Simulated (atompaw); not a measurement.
**Ranking PAW (atompaw) potentials for Re**

All share these settings but for the change named:

| Quantity | Value |
| --- | --- |
| Element | Re (Z = 75) |
| Generator | atompaw 4.2.0.5 |
| Type | PAW |
| Functional | PBE |
| Relativity | scalar-relativistic |
| Frozen core | [Kr] 4d10 |
| Valence charge | 29 |
| Reference configuration | 4f14 5s2 5p6 5d5 6s0.5 6p0 (charge +1.5) |
| Partial waves | 5s (bound): rc 1.20 bohr; 6s (bound): rc 1.90 bohr; 5p (bound): rc 1.40 bohr; 6p (bound, empty): rc 2.00 bohr; 5d (bound): rc 2.00 bohr; 5d channel at -0.4 Ry: rc 2.00 bohr; 4f (bound): rc 1.00 bohr; 4f channel at 1.25 Ry: rc 1.00 bohr |
| Local potential | bessel scheme, radius 1.80 bohr |
| Core correction | smooth core density matched at 1.90 bohr |
| Augmentation charge | besselshape compensation charge, radius 1.60 bohr; PAW radius 2.00 bohr; waves and projectors: custom polynom vanderbiltortho |

Cutoff: the first of the cutoffs (Ry, on a coarse ladder) from which the occupation-weighted sum of valence levels, in a spherical-Bessel basis at the reference potential, stays within 10 and 1 mRy of its value at 400 Ry; the density cutoff is not measured.

The base gives 260 Ry.

Of 6 variants that were run, those that failed, showed a ghost or another fault, or gave nearly equal values are left out.

Q: Rank these variants from softest to hardest (loose cutoff).
A. all radii scaled by about 1.09 (s 1.30, p 1.52, d 2.18, f 1.08 bohr); local potential bessel scheme, radius 1.96 bohr; augmentation besselshape compensation charge, radius 1.74 bohr; PAW radius 2.18 bohr; waves and projectors: custom polynom vanderbiltortho; core correction smooth core density matched at 2.06 bohr
B. all radii scaled by about 1.29 (s 1.54, p 1.80, d 2.58, f 1.28 bohr); local potential bessel scheme, radius 2.32 bohr; augmentation besselshape compensation charge, radius 2.06 bohr; PAW radius 2.58 bohr; waves and projectors: custom polynom vanderbiltortho; core correction smooth core density matched at 2.44 bohr
C. all radii scaled by about 1.20 (s 1.44, p 1.68, d 2.38, f 1.20 bohr); local potential bessel scheme, radius 2.14 bohr; augmentation besselshape compensation charge, radius 1.90 bohr; PAW radius 2.38 bohr; waves and projectors: custom polynom vanderbiltortho; core correction smooth core density matched at 2.26 bohr
D. all radii scaled by about 0.94 (s 1.14, p 1.32, d 1.88, f 0.94 bohr); local potential bessel scheme, radius 1.70 bohr; augmentation besselshape compensation charge, radius 1.50 bohr; PAW radius 1.88 bohr; waves and projectors: custom polynom vanderbiltortho; core correction smooth core density matched at 1.80 bohr

A: B (140 Ry), C (160 Ry), A (230 Ry), D (300 Ry).
